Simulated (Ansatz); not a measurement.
CH4SSeSi can be A, `[SeH][SiH]1CS1`, or B, `S=C[SiH2][SeH]`.

Program: Ansatz. Geometries: PBE0-D4/def2-TZVP. ΔE: electronic, gas phase. CCSD(T)/CBS is the MP2 limit (def2-TZVPP, def2-QZVPP) plus CCSD(T) − MP2 in def2-TZVPP, frozen cores. DFT in def2-TZVPP. B3LYP here is the variant with VWN-RPA as its local correlation; programs differ in this. For Se outer-core shells are correlated without core-valence functions, which leaves a few kJ/mol of doubt a bond. Scalar relativity is left out up to krypton. One conformer a species, not always the lowest.

(1) Which is lower in electronic energy at CCSD(T)/CBS, and by how much? (Best estimate.)

(2) Give E(B) − E(A) in kcal/mol with CCSD/def2-TZVPP, ωB97M-V, MP2/def2-TZVPP, B3LYP-D4, r2SCAN-D4, PBE0-D4, PBE-D4. (Estimate.)

Largest T1 diagnostic: 0.013.

## Answers

(1) The calculation gave: A, by 23.1 kcal/mol.

(2) Ansatz gave: CCSD/def2-TZVPP 21.8, ωB97M-V 24.7, MP2/def2-TZVPP 25.2, B3LYP-D4 21.3, r2SCAN-D4 26.8, PBE0-D4 27.6, PBE-D4 25.8. None reverses the order clearly.

In def2-TZVPP, CCSD(T) changes the Hartree–Fock value by +2.8 kcal/mol (the triples alone add −0.0 kcal/mol) and MP2 by +6.2 kcal/mol. From PBE to PBE0 (25 % exact exchange), in def2-TZVPP and without D4, E(B) − E(A) moves by +1.9 kcal/mol.
